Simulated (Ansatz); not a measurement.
Cost and result for the atomization energy of C$_{2}$H$_{6}$BFS (`CB(S)CF`) (11 atoms, 10 bonds).

```xyz
11

C     1.542   -0.139    0.023
B     0.037   -0.062   -0.367
S    -0.434   -0.289   -2.081
C    -1.084    0.213    0.705
F    -0.577    0.357    1.992
H     1.680   -0.919    0.781
H     2.224   -0.330   -0.806
H     1.837    0.793    0.518
H    -1.767   -0.148   -1.955
H    -1.817   -0.604    0.726
H    -1.640    1.128    0.462
```

Charge 0, multiplicity 1. The structure was optimised at the PBE0-D4/def2-TZVP level. It is one conformer, not always the lowest. Program: Ansatz. All runs use 4 threads of an Arm Neoverse V1 on a shared host. Times are those of one run each, without the atoms' runs, and a repeat can differ threefold. Electronic energies, without spin–orbit coupling; frozen cores. CCSD(T)/CBS adds CCSD(T) − MP2 in def2-TZVPP to the MP2 limit, and its time is that of the two runs behind it. T1 = 0.012. B3LYP takes the VWN-RPA correlation (the form of Gaussian; ORCA's B3LYP/G).

CCSD(T)/CBS is a level of theory with its own doubt, some kJ/mol a heavy atom from the limit and from the frozen cores, so smaller differences don't rank the functionals.

```csv
level,functions,wall time,atomization (kJ/mol),difference from CCSD(T)/CBS,per bond
PBE-D4/def2-TZVPP (with forces),250,2.4 s,4245.7,108.9,10.9
PBE0-D4/def2-TZVPP,250,2.8 s,4178.8,42.0,4.2
B3LYP-D4/def2-TZVPP (with forces),250,4.3 s,4152.0,15.2,1.5
r2SCAN-D4/def2-TZVPP (with forces),250,4.6 s,4179.4,42.6,4.3
B2PLYP/def2-TZVPP,250,5.5 s,4107.5,-29.3,-2.9
ωB97X-V/def2-TZVPP,250,7.5 s,4161.4,24.6,2.5
ωB97M-V/def2-TZVPP (with forces),250,11 s,4171.4,34.6,3.5
MP2/def2-QZVPP,478,35 s,4165.6,28.8,2.9
CCSD(T)/def2-TZVPP,250,2.7 min,4041.3,-95.5,-9.5
CCSD(T)/CBS(def2),–,3.2 min,4136.8,0.0,0.0
```

The D4 term adds +33.4 kJ/mol with B3LYP and +17.5 kJ/mol with PBE0; it sums over pairs of atoms, weighted by their polarisabilities, and B3LYP, whose exchange is more repulsive, gets the larger term. From PBE to PBE0 (25 % exact exchange), in def2-TZVPP and without D4, the atomization energy moves by −63.7 kJ/mol: exact exchange takes away binding that semilocal exchange gives to molecules. In def2-TZVPP, CCSD(T) changes the Hartree–Fock value by +934.3 kJ/mol (the triples alone add +57.4 kJ/mol) and MP2 by +1003.0 kJ/mol; breaking electron pairs costs correlation energy, which Hartree–Fock lacks.
